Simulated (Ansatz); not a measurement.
One geometry of `CC(C)(C)C#CC#CC#CC#CC#CC#CC#CC#CC#CC(C)(C)C`, several levels of theory.

```yaml
crystal:
  periodic: [false, false, false]
  atoms:
    - {symbol: C, position_ang: [-13.035123, -0.469961, 0.024439]}
    - {symbol: C, position_ang: [-12.397053, 0.327649, -1.140329]}
    - {symbol: C, position_ang: [-12.796855, -0.308162, -2.495301]}
    - {symbol: C, position_ang: [-12.870322, 1.801992, -1.090275]}
    - {symbol: C, position_ang: [-10.939456, 0.288542, -1.005298]}
    - {symbol: C, position_ang: [-9.703602, 0.256730, -0.894147]}
    - {symbol: C, position_ang: [-8.361955, 0.221307, -0.770133]}
    - {symbol: C, position_ang: [-7.112756, 0.191111, -0.651686]}
    - {symbol: C, position_ang: [-5.785562, 0.155543, -0.528253]}
    - {symbol: C, position_ang: [-4.530040, 0.117991, -0.413380]}
    - {symbol: C, position_ang: [-3.208168, 0.082899, -0.290270]}
    - {symbol: C, position_ang: [-1.950041, 0.052155, -0.172583]}
    - {symbol: C, position_ang: [-0.630080, 0.017524, -0.051465]}
    - {symbol: C, position_ang: [0.628984, -0.016898, 0.063516]}
    - {symbol: C, position_ang: [1.949075, -0.052249, 0.183020]}
    - {symbol: C, position_ang: [3.207509, -0.083957, 0.297120]}
    - {symbol: C, position_ang: [4.529573, -0.117747, 0.418508]}
    - {symbol: C, position_ang: [5.784958, -0.149792, 0.536543]}
    - {symbol: C, position_ang: [7.112355, -0.185440, 0.657748]}
    - {symbol: C, position_ang: [8.362239, -0.221996, 0.766797]}
    - {symbol: C, position_ang: [9.704037, -0.258270, 0.888881]}
    - {symbol: C, position_ang: [10.939551, -0.288440, 1.004209]}
    - {symbol: C, position_ang: [12.397266, -0.328056, 1.137829]}
    - {symbol: C, position_ang: [12.847221, 0.790611, 2.110525]}
    - {symbol: C, position_ang: [12.816496, -1.711129, 1.696008]}
    - {symbol: C, position_ang: [13.039367, -0.105371, -0.254334]}
    - {symbol: H, position_ang: [-12.756372, -0.034164, 1.003953]}
    - {symbol: H, position_ang: [-14.140390, -0.446244, -0.067410]}
    - {symbol: H, position_ang: [-12.705725, -1.527470, 0.009220]}
    - {symbol: H, position_ang: [-12.461752, -1.362371, -2.553848]}
    - {symbol: H, position_ang: [-13.900184, -0.284794, -2.608273]}
    - {symbol: H, position_ang: [-12.346915, 0.246092, -3.342304]}
    - {symbol: H, position_ang: [-13.974083, 1.844204, -1.193072]}
    - {symbol: H, position_ang: [-12.590337, 2.276571, -0.129323]}
    - {symbol: H, position_ang: [-12.419894, 2.392036, -1.912483]}
    - {symbol: H, position_ang: [12.552867, 1.788933, 1.731358]}
    - {symbol: H, position_ang: [13.950915, 0.769265, 2.220159]}
    - {symbol: H, position_ang: [12.393795, 0.652610, 3.111740]}
    - {symbol: H, position_ang: [13.920065, -1.753250, 1.800918]}
    - {symbol: H, position_ang: [12.498541, -2.526598, 1.017055]}
    - {symbol: H, position_ang: [12.363631, -1.891838, 2.690645]}
    - {symbol: H, position_ang: [12.747484, 0.877385, -0.673937]}
    - {symbol: H, position_ang: [14.144758, -0.133528, -0.165122]}
    - {symbol: H, position_ang: [12.726006, -0.893394, -0.966994]}
basis:
  gaussian: {orbitals: def2-SVP, fitting: {mean_field: def2-universal-jkfit}, initial_orbitals: start.molden}
hamiltonian: {xc: pbe, dispersion: d4}
scf: {omitted_lower_state_checks: [starts]}
output: {orbitals: {seedname: orbitals}}
```

The file start.molden holds the orbitals of an earlier run on this structure, at another level or in another basis.

```sh
$ ansatz run in.yaml --threads 2 --pin off --events-out ev --progress --plain --max-ram 32768MiB --backend cuda --devices 0, --max-vram 18GiB
```

Shortened log:

```
Functional definition: PBE
2274 factors; integrals over basis functions are off by at most 2.4e-1 eV
mean field evaluation 1: about -27187.6748 eV, gradient 1.5e1 eV
mean field evaluation 2: about -27188.3214 eV, gradient 5.9e-1 eV
mean field evaluation 4: about -27188.3194 eV, gradient 6.4e-3 eV
mean field -27188.31938366 eV, -999.1523084448 hartree, gradient 1.4e-5 eV, S^2 0.000000; 0 other end points of the search recorded, 0 dependent functions left out
reference -27188.31947051 eV, -999.1523116366 hartree; 87, 87 occupied and 367, 367 virtual orbitals, 2274 factors
Total energy: -27189.48473366 eV, -999.1951342671 hartree
Checks for a lower state left out: starts
```

Run time 5.5 s (2 threads of AMD EPYC 7R13 on a shared host and a share (18 GiB) of an NVIDIA H100 80GB HBM3), peak host memory 0.86 GiB.

First input, but with `gaussian: {orbitals: STO-3G}`, `hamiltonian: {xc: hf}` (abridged; 5.5 s):

```
Functional definition: HF
mean field -26730.31487100 eV, -982.3209530510 hartree, gradient 1.9e-5 eV, S^2 0.000000
Total energy: -26730.31487100 eV, -982.3209530510 hartree
Checks for a lower state left out: starts
```

As the first input, with `gaussian: {orbitals: 6-31G}`, `hamiltonian: {xc: hf}` (abridged; 11 s):

```
Functional definition: HF
a density is far from that of the atoms, so the factors are made again for it
mean field evaluation 16: about -27052.6363 eV, gradient 3.7e-5 eV
mean field -27052.63628702 eV, -994.1660466127 hartree, gradient 2.7e-5 eV, S^2 0.000000
Total energy: -27052.63628702 eV, -994.1660466127 hartree
Checks for a lower state left out: starts
```

First input, but with `gaussian: {orbitals: def2-SVP, initial_orbitals: start.molden}`, `hamiltonian: {xc: pbe}`, `correlation: {method: rpa}` and without the key `output` (abridged; 10 s):

```
Functional definition: PBE
mean field -27188.31221458 eV, -999.1520449858 hartree, gradient 1.2e-6 eV, S^2 0.000000
26 core orbitals not correlated: weight in the atoms' cores, before any rotation towards them, 1.000 or more for the frozen orbitals, at most 0.000 for the correlated occupied ones
Total energy: -27179.25462710 eV, -998.8191847853 hartree
Checks for a lower state left out: starts
```

As the first input, with `gaussian: {orbitals: 6-31G}`, `hamiltonian: {xc: {name: B3LYP}, dispersion: d4}` (abridged; 7.5 s):

```
Functional definition: B3LYP
mean field evaluation 16: about -27236.3542 eV, gradient 7.5e-3 eV
mean field -27236.35416543 eV, -1000.9175541157 hartree, gradient 7.2e-5 eV, S^2 0.000000
Total energy: -27238.19442847 eV, -1000.9851825351 hartree
Checks for a lower state left out: starts
```

Geometry: PBE-D4/def2-SVP.

B3LYP takes the VWN-RPA correlation. Correlated methods freeze 26 core orbitals. Single mean-field runs in def2-SVP are fitted with def2-universal-jkfit. The restricted singlet is unstable towards broken spin symmetry in Hartree–Fock (as tested in another run); at HF/STO-3G, HF/6-31G this wasn't settled.
